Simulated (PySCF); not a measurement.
C2HF5S.
Cartesian coordinates in Å at the GFN2-xTB level; atoms count from 1:
```
atom  x, y, z in Å
C1     2.1452   -0.4189   -0.2290
C2     0.9793   -0.1872   -0.1018
S3    -0.7540    0.1490    0.0775
F4    -1.1029   -0.6533   -1.3083
F5    -0.6215    1.5470   -0.7666
F6    -0.9836   -1.2298    0.9323
F7    -0.5040    0.9703    1.4732
F8    -2.3196    0.4514    0.2377
H9     3.1747   -0.6224   -0.3401
```

Level of theory: TDDFT CAM-B3LYP/def2-SVPD, vertical, gas phase, core orbitals frozen in the response in PySCF 2.14.0, density-fitted response routines.

Transition dipole moments from the ground state, in atomic units and in the frame of the coordinates above (overall signs are arbitrary), for the states with f of 0.002 or more among the lowest 8:

| state | E (hartree) | μx | μy | μz |
| --- | --- | --- | --- | --- |
| S7 | 0.3027 | -0.017 | -0.051 | -0.093 |
| S8 | 0.3028 | -0.013 | -0.092 | 0.053 |

Question: Work out the oscillator strengths.

Answer: f = (2/3) ΔE |μ|² with ΔE in hartree (27.2114 eV).

```tsv
state	|μ|² (au)	|μ| (D)	f
S7	0.012	0.27	0.002
S8	0.011	0.27	0.002
```

Question: What is the point group, and which symmetry does each of these states have?

Answer: C4v. The ground state is totally symmetric, so the direction of μ fixes the label. Polarised across the main axis, so E: S7 and S8.

Question: What peak molar absorption coefficient would the strongest computed level give as a lone Gaussian band 0.3 eV wide at half height?

Answer: ε(max) = 2.175×10⁸ f / FWHM, with the width in cm⁻¹. S7/S8 (f summed): 2.175×10⁸ × 0.0046 / 2420 ≈ 420 L mol⁻¹ cm⁻¹.

S7/S8 coincide within about 0.01 eV; within a degenerate level the directions of the single components are arbitrary.
